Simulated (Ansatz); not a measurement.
Mulliken charges of `[SiH3][N]([SiH3])[Ag]` from PBE/def2-TZVPP in Ansatz (PBE0-D4/def2-TZVP geometry).

| atom | x (Å) | y (Å) | z (Å) | charge (e) |
| --- | --- | --- | --- | --- |
| Si1 | -0.148 | 1.297 | -0.827 | 0.300 |
| N2 | -0.462 | -0.220 | -0.117 | -0.409 |
| Si3 | 0.560 | -1.176 | 0.855 | 0.300 |
| Ag4 | -2.418 | -0.844 | -0.211 | 0.272 |
| H5 | -0.649 | 1.360 | -2.234 | -0.080 |
| H6 | -0.805 | 2.440 | -0.119 | -0.082 |
| H7 | 1.320 | 1.565 | -0.841 | -0.069 |
| H8 | 0.491 | -2.619 | 0.472 | -0.080 |
| H9 | 1.976 | -0.722 | 0.714 | -0.069 |
| H10 | 0.219 | -1.133 | 2.310 | -0.082 |

Task: By hand: the dipole of these point charges (1 e Å = 4.8032 D).

Result: Σ q r = (-0.512, -0.168, -0.031) e Å, of length 0.540 e Å = 2.59 D.

Task: How does the dipole of the full density compare? (An estimate is asked.)

Result: Ansatz gave: (-0.855, -0.290, -0.066) e Å, 4.35 D; the point charges give 0.60 times that, at 1° from its direction.

Point charges leave out the atoms' own dipoles, such as those of lone pairs, and Mulliken's split depends on the basis, so the two needn't agree.
